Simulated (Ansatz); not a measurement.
`C[BH][Ga]([CH3])[F]` + CH₃OH → `CBOC` + `[CH3][GaH][F]`  (cleavage of the B–Ga bond)

Computed with Ansatz on PBE0-D4/def2-TZVP structures; ΔE is electronic, products minus reactants. CCSD(T)/CBS adds triple-zeta CCSD(T) − MP2 to the extrapolated MP2 energy (def2 sets, frozen cores). This one scheme is used for every species. Functionals use def2-TZVPP. B3LYP here is the variant with VWN-RPA as its local correlation; programs differ in this. For Ga outer-core shells are correlated without core-valence functions, which leaves a few kJ/mol of doubt a bond. Scalar relativity is left out up to krypton. One conformer a species, not always the lowest.

```csv
level,ΔE (kJ/mol),difference from CCSD(T)/CBS
PBE-D4,-160.8,3.1
r2SCAN-D4,-170.0,-6.1
PBE0-D4,-162.9,1.0
B3LYP-D4,-169.4,-5.5
ωB97X-V,-169.1,-5.2
ωB97M-V,-172.0,-8.1
B2PLYP,-173.2,-9.3
PBE,-161.7,2.2
r2SCAN,-170.3,-6.4
PBE0,-163.8,0.1
B3LYP,-171.0,-7.1
HF/def2-TZVPP,-178.9,-15.0
MP2/def2-TZVPP,-172.2,-8.3
SCS-MP2/def2-TZVPP,-172.3,-8.4
CCSD/def2-TZVPP,-168.5,-4.6
CCSD(T)/def2-TZVPP,-168.8,-4.9
HF/def2-QZVPP,-180.4,-16.5
MP2/def2-QZVPP,-169.9,-6.0
SCS-MP2/def2-QZVPP,-170.6,-6.7
HF/CBS(def2),-180.6,-16.7
MP2/CBS(def2),-167.3,-3.4
CCSD/CBS(def2),-163.5,0.4
CCSD(T)/CBS,-163.9,0
```

Largest T1 diagnostic among the species: 0.013.

In def2-TZVPP, CCSD(T) changes the Hartree–Fock value by +10.1 kJ/mol (the triples alone add −0.3 kJ/mol) and MP2 by +6.7 kJ/mol.
